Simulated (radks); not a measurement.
The numbers below are computed, except where a source is named.
Sr3+, configuration [Ar] 3d10 4p5 4f2 (not the ground configuration). Code: a radial shooting solver on a logarithmic mesh with Libxc functionals. Model: scalar-relativistic Kohn-Sham, BLYP, spin-unpolarised, spherical densities, finite nucleus; Fermi nuclear charge, rms radius 4.224 fm.

Local quantities along the radius. ELF = 1/(1 + alpha^2) is the electron localisation function; alpha = (tau - tau_W)/tau_unif compares the Pauli kinetic energy density with that of the uniform gas; r v_xc is r times the local exchange-correlation potential (hartree bohr); 4 pi r^2 rho is in e/bohr. tau is taken from the large components.

r (bohr)    ELF    alpha   r v_xc  4 pi r^2 rho
0.001759  1.000  0.02053  -0.1040         1.631
0.002346  1.000  0.02104  -0.1207         2.712
0.003129  1.000  0.02222  -0.1430         4.444
0.00414   0.999  0.02426  -0.1708         7.046
0.005521  0.999  0.02775  -0.2066         11.03
0.007364  0.999  0.03352  -0.2502         16.68
0.009822  0.998  0.04343  -0.3013         24.08
0.0131    0.996  0.06156  -0.3582         32.71
0.01747   0.991  0.09784  -0.4169         41.03
0.0233    0.969   0.1787  -0.4707         46.56
0.03108   0.875   0.3772  -0.5117         47.03
0.04113   0.594   0.8276  -0.5356         43.13
0.05485   0.323    1.449  -0.5554         39.69
0.07316   0.377    1.285  -0.6254         43.40
0.09758   0.656   0.7240  -0.7691         53.30
0.1301    0.779   0.5331  -0.8685         57.06
0.1736    0.609   0.8006  -0.8753         46.41
0.2315    0.278    1.611  -0.8384         34.34
0.3088    0.451    1.104  -0.9747         36.60
0.4086    0.745   0.5853   -1.150         41.14
0.5449    0.749   0.5789   -1.135         30.73
0.7268    0.406    1.208  -0.9574         14.31
0.9694    0.164    2.256  -0.8233         6.762
1.293     0.470    1.062  -0.8854         5.279
1.724     0.399    1.227  -0.8224         3.233
2.3       0.054    4.191  -0.7025         1.336
3.068     0.018    7.337  -0.6364        0.7001
4.059     0.015    7.970  -0.5952        0.4241
5.413     0.006    13.16  -0.4917        0.1469
7.22      0.001    40.37  -0.3323       0.02050
9.63      0.000    280.4  -0.2012     0.0008394

On this mesh the ELF has minima near r = 0.063, 0.23, 0.97 bohr, which separate the shells, and maxima near 0.13 (0.78), 0.47 (0.78), 1.5 (0.53).
